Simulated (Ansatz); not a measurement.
All values below come from frozen-core CCSD(T)/cc-pVTZ // B3LYP-D3(BJ)/def2-TZVP (Ansatz, a quantum-chemistry and plane-wave program).

Ansatz 0.2 input:
```yaml
crystal:
  periodic: [false, false, false]
  atoms:
    - { symbol: C, position_ang: [-1.532028, -0.203853, 0.205654] }
    - { symbol: Si, position_ang: [-0.029077, 0.695874, -0.422565] }
    - { symbol: C, position_ang: [1.548814, -0.181389, 0.028869] }
    - { symbol: O, position_ang: [-0.084245, 1.996375, -1.213266] }
    - { symbol: H, position_ang: [-2.434019, 0.379717, 0.028579] }
    - { symbol: H, position_ang: [-1.440183, -0.413388, 1.27447] }
    - { symbol: H, position_ang: [-1.630997, -1.167847, -0.301608] }
    - { symbol: H, position_ang: [2.406739, 0.302518, -0.435131] }
    - { symbol: H, position_ang: [1.684502, -0.174721, 1.114172] }
    - { symbol: H, position_ang: [1.512327, -1.228789, -0.281673] }
basis:
  gaussian: { orbitals: cc-pVTZ }
correlation:
  method: ccsd_t
```

Output:

```
Functional definition: HF
1170 factors; integrals over basis functions are off by at most 1.3e-3 eV
mean field evaluation 1: about -12052.0143 eV, gradient 5.2e1 eV
mean field evaluation 2: about -12052.1908 eV, gradient 5.2e1 eV
mean field evaluation 4: about -12057.7260 eV, gradient 5.8e0 eV
mean field evaluation 8: about -12057.8478 eV, gradient 4.7e-1 eV
mean field evaluation 16: about -12052.0147 eV, gradient 5.2e1 eV
mean field -12057.84923372 eV, -443.1177862353 hartree, gradient 1.5e-6 eV, S^2 0.000000; 0 other end points of the search recorded, 0 dependent functions left out
8 core orbitals not correlated
reference -12057.84923372 eV, -443.1177862353 hartree; 12, 12 occupied and 188, 188 virtual orbitals, 1170 factors
second order -19.34938816 eV of doubles, -0.00000000 eV of singles
cycle   1  -19.51520731 eV  change   -1.7e-1 eV  update   1.2e-1
cycle   2  -19.99466947 eV  change   -4.8e-1 eV  update   4.2e-2
cycle   3  -20.15830881 eV  change   -1.6e-1 eV  update   2.3e-2
cycle   4  -20.14886868 eV  change    9.4e-3 eV  update   6.3e-3
cycle   5  -20.14685534 eV  change    2.0e-3 eV  update   2.9e-3
cycle   6  -20.14768980 eV  change   -8.3e-4 eV  update   1.0e-3
cycle   7  -20.14733233 eV  change    3.6e-4 eV  update   4.1e-4
cycle   8  -20.14733671 eV  change   -4.4e-6 eV  update   1.4e-4
cycle   9  -20.14741658 eV  change   -8.0e-5 eV  update   4.9e-5
cycle  10  -20.14741097 eV  change    5.6e-6 eV  update   1.9e-5
perturbative correction -0.84101210 eV, -0.0309066246 hartree
Total energy: -12078.83765679 eV, -443.8890965568 hartree
```

Cost: roughly 2.5 core-minutes.
